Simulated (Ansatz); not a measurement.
Input (CCSDT(Q)/aug-cc-pVDZ; Ansatz, a first-principles code):

Ansatz 0.2 input:
```yaml
crystal:
  periodic: [false, false, false]
  atoms:
    - {symbol: B, position_ang: [0.62682406, 0.11216974, 0.51328639]}
    - {symbol: N, position_ang: [-0.55385200, -0.02865850, -0.18505514]}
    - {symbol: H, position_ang: [1.60840655, -0.18876472, -0.13186829]}
    - {symbol: H, position_ang: [-0.86556281, -0.17147443, -1.13917773]}
basis:
  gaussian:
    orbitals: aug-cc-pVDZ
magnetization: {spin_polarized: true, initial_magnetization: 2}
correlation: {method: ccsdt_q, electrons: outside_noble_gas}
```

Output:

```
Functional definition: HF
integrals: 0.08 GiB planned
1069 factors; integrals over basis functions are off by at most 1.6e-7 eV
mean field: 0.14 GiB planned
mean field evaluation 1: about -2179.9361 eV, gradient 1.7e1 eV
mean field evaluation 2: about -2179.9365 eV, gradient 1.7e1 eV
mean field evaluation 4: about -2182.1960 eV, gradient 2.9e0 eV
mean field evaluation 8: about -2182.3557 eV, gradient 2.0e-1 eV
mean field evaluation 16: about -2182.1958 eV, gradient 2.9e0 eV
mean field evaluation 32: about -2182.3605 eV, gradient 1.9e-3 eV
mean field evaluation 64: about -2181.7190 eV, gradient 1.1e0 eV
mean field evaluation 96: about -2181.7549 eV, gradient 3.1e-3 eV
mean field evaluation 128: about -2179.1240 eV, gradient 4.3e-3 eV
mean field evaluation 160: about -2178.8889 eV, gradient 2.7e-1 eV
mean field evaluation 192: about -2176.9832 eV, gradient 6.0e-1 eV
mean field -2182.36051603 eV, -80.2002697071 hartree, gradient 2.4e-6 eV, S^2 2.009583; 9 other end points of the search recorded, 0 dependent functions left out
determinant -2182.36051603 eV, -80.2002697071 hartree, with singles and doubles -2188.73845835 eV, -80.4346547642 hartree
determinant -2181.75490224 eV, -80.1780138107 hartree, with singles and doubles -2188.00349687 eV, -80.4076454279 hartree
determinant -2179.12398082 eV, -80.0813292319 hartree, with singles and doubles -2185.61300674 eV, -80.3197965361 hartree
determinant -2178.88830050 eV, -80.0726681399 hartree, with singles and doubles -2185.37072394 eV, -80.3108928072 hartree
2 core orbitals not correlated
reference -2182.36051603 eV, -80.2002697071 hartree; 6, 4 occupied and 56, 58 virtual orbitals, 1069 factors
second order -5.58653596 eV of doubles, -0.00000000 eV of singles
coupled cluster: 1.17 GiB planned
cycle   1  -6.08062102 eV  change   -4.9e-1 eV  update   7.6e-2
cycle   2  -6.41112690 eV  change   -3.3e-1 eV  update   3.6e-2
cycle   3  -6.60465553 eV  change   -1.9e-1 eV  update   2.5e-2
cycle   4  -6.59303793 eV  change    1.2e-2 eV  update   1.3e-2
cycle   5  -6.60715557 eV  change   -1.4e-2 eV  update   8.4e-3
cycle   6  -6.62332940 eV  change   -1.6e-2 eV  update   5.4e-3
cycle   7  -6.62321526 eV  change    1.1e-4 eV  update   3.5e-3
cycle   8  -6.62520304 eV  change   -2.0e-3 eV  update   2.5e-3
cycle   9  -6.62750200 eV  change   -2.3e-3 eV  update   1.9e-3
cycle  10  -6.62588209 eV  change    1.6e-3 eV  update   1.5e-3
cycle  11  -6.62796830 eV  change   -2.1e-3 eV  update   1.1e-3
cycle  12  -6.62806124 eV  change   -9.3e-5 eV  update   8.6e-4
cycle  13  -6.62844191 eV  change   -3.8e-4 eV  update   7.2e-4
cycle  14  -6.62900513 eV  change   -5.6e-4 eV  update   5.6e-4
cycle  15  -6.62896627 eV  change    3.9e-5 eV  update   4.2e-4
cycle  16  -6.62868085 eV  change    2.9e-4 eV  update   2.7e-4
cycle  17  -6.62864991 eV  change    3.1e-5 eV  update   1.5e-4
cycle  18  -6.62861517 eV  change    3.5e-5 eV  update   8.9e-5
cycle  19  -6.62861338 eV  change    1.8e-6 eV  update   5.1e-5
cycle  20  -6.62863495 eV  change   -2.2e-5 eV  update   3.2e-5
cycle  21  -6.62863786 eV  change   -2.9e-6 eV  update   2.1e-5
cycle  22  -6.62863787 eV  change   -2.6e-9 eV  update   1.6e-5
cycle  23  -6.62864667 eV  change   -8.8e-6 eV  update   1.2e-5
cycle  24  -6.62865262 eV  change   -5.9e-6 eV  update   8.6e-6
cycle  25  -6.62865975 eV  change   -7.1e-6 eV  update   6.6e-6
cycle  26  -6.62866564 eV  change   -5.9e-6 eV  update   5.3e-6
cycle  27  -6.62866821 eV  change   -2.6e-6 eV  update   4.4e-6
cycle  28  -6.62866936 eV  change   -1.2e-6 eV  update   3.6e-6
cycle  29  -6.62867008 eV  change   -7.2e-7 eV  update   3.1e-6
cycle  30  -6.62867104 eV  change   -9.6e-7 eV  update   2.6e-6
cycle  31  -6.62867209 eV  change   -1.0e-6 eV  update   1.9e-6
cycle  32  -6.62867226 eV  change   -1.7e-7 eV  update   1.2e-6
perturbative correction -0.01413372 eV, -0.0005194046 hartree
Total energy: -2189.00332201 eV, -80.4443883240 hartree
```

This triplet is an excited state, 4.3 eV above the singlet at CCSD(T)/cc-pV5Z (Ansatz).
